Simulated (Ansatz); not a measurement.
Start from `O=C[O][SnH3]` and change one atom or group to get `O=CO[SiH2]F`.

Ansatz, PBE0-D4/def2-TZVP geometries, multiplicity 1. Each molecule was computed in one conformer, which needn't be the lowest.

Elements past krypton have def2 core potentials.

| property | `O=C[O][SnH3]` |
| --- | --- |
| LUMO energy (ωB97M-V/def2-TZVPP) / eV | 0.85 |
| HOMO energy (PBE0/def2-TZVPP) / eV | -8.33 |
| HOMO–LUMO gap (B3LYP/def2-TZVPP) / eV | 7.18 |
| HOMO–LUMO gap (PBE/def2-TZVPP) / eV | 5.30 |
| HOMO energy (PBE/def2-TZVPP) / eV | -6.73 |
| ideal-gas entropy at 298 K and 1 bar (rigid rotor, harmonic PBE0-D4/def2-TZVP) / J/(mol·K) | 325 |

(1) Give the same properties after the change, and the shifts. (Best estimate.)

Results:

(1) Ansatz gave: 
```tsv
property	`O=CO[SiH2]F`	shift
LUMO energy (ωB97M-V/def2-TZVPP) / eV	1.49	0.64
HOMO energy (PBE0/def2-TZVPP) / eV	-8.79	-0.46
HOMO–LUMO gap (B3LYP/def2-TZVPP) / eV	7.55	0.37
HOMO–LUMO gap (PBE/def2-TZVPP) / eV	5.26	-0.04
HOMO energy (PBE/def2-TZVPP) / eV	-7.11	-0.38
ideal-gas entropy at 298 K and 1 bar (rigid rotor, harmonic PBE0-D4/def2-TZVP) / J/(mol·K)	323	-2
```

With PBE0 the HOMO falls by 0.46 eV and the LUMO falls by 0.05 eV, so the gap widens by about 0.41 eV. PBE moves the HOMO by -0.38 eV and ωB97M-V by -0.53 eV.

B3LYP here is the variant with VWN-RPA as its local correlation; programs differ in this.
